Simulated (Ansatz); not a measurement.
Program: Ansatz. Geometries: PBE0-D4/def2-TZVP. ΔE: electronic, gas phase. CCSD(T)/CBS adds triple-zeta CCSD(T) − MP2 to the extrapolated MP2 energy (def2 sets, frozen cores). This one scheme is used for every species. DFT in def2-TZVPP. One conformer a species, not always the lowest.

`N=[CH][Al]([SH])[Cl]` + `CON` → `[NH2][Al]([SH])[Cl]` + `COC=N`  (formal exchange of groups at the Al–C bond)

`N=[CH][Al]([SH])[Cl]`:

```xyz
8

N    -1.639   -0.635   -1.199
C    -1.359   -0.425    0.024
Al    0.413    0.191    0.621
S     1.893    0.509   -0.939
Cl    0.895    0.534    2.628
H    -0.845   -0.448   -1.819
H    -2.180   -0.612    0.728
H     2.822    0.886   -0.043
```

`CON`:

Cartesian coordinates in Å:
```
C 0.648 -0.046 -0.792
O -0.466 0.537 -0.162
N -0.682 -0.119 1.075
H 0.485 -1.110 -0.994
H 1.554 0.064 -0.186
H 0.774 0.490 -1.735
H -0.669 0.627 1.766
H -1.644 -0.443 1.029
```

`[NH2][Al]([SH])[Cl]`:

Z-matrix (Å, degrees):
```
N
Al 1 1.754
H 1 1.006 2 125.8
H 1 1.007 2 123.5 3 -180.0
S 2 2.173 1 123.5 3 -0.0
Cl 2 2.090 1 119.0 3 180.0
H 5 1.345 2 92.8 1 -0.1
```

`COC=N`:

```xyz
9

C    -1.043   -0.748   -0.130
O    -0.273   -0.150    0.904
C     0.770    0.572    0.502
N     1.078    0.732   -0.710
H    -1.842   -1.291    0.371
H    -1.453    0.015   -0.794
H    -0.429   -1.428   -0.723
H     1.289    0.983    1.372
H     1.903    1.315   -0.793
```

CCSD(T)/CBS gives -78.9 kcal/mol.

Another level gave -77.9 kcal/mol. Which?
A. PBE-QIDH/def2-TZVPP
B. B2PLYP/def2-TZVPP
C. PBE0-D4/def2-TZVPP
D. BLYP-D4/def2-TZVPP

C. PBE0-D4 -77.9, B2PLYP -79.3, BLYP-D4 -74.6, PBE-QIDH -81.5 kcal/mol.

Largest T1 diagnostic among the species: 0.014.

Leaving LDA and LC-ωPBE aside and taking each functional with its dispersion term where it has one, the values, not all of them listed here, spread over 8.0 kcal/mol, from r2SCAN0-D4 to revPBE-D4. LDA lies −5.6 kcal/mol from PBE without D4. From BLYP to BHLYP (50 % exact exchange), in def2-TZVPP and without D4, ΔE moves by −6.5 kcal/mol.
